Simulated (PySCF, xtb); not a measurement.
SiBrI, SMILES Br[Si]I (connectivity only; charge and spin as stated), neutral, multiplicity 1.

Harmonic wavenumbers (cm⁻¹) from GFN2-xTB (xtb 6.7.1) at its own minimum, in rising order: 101, 346, 376.

Question: What does PBE0-D3(BJ)/def2-TZVP in PySCF give at its own minimum? (An estimate is asked for; the answer gives what the named calculation found.)

Answer: 105, 349, 404. Paired by order, the mean absolute difference is 11 cm⁻¹ and the zero-point energies are 1.2 and 1.2 kcal/mol.
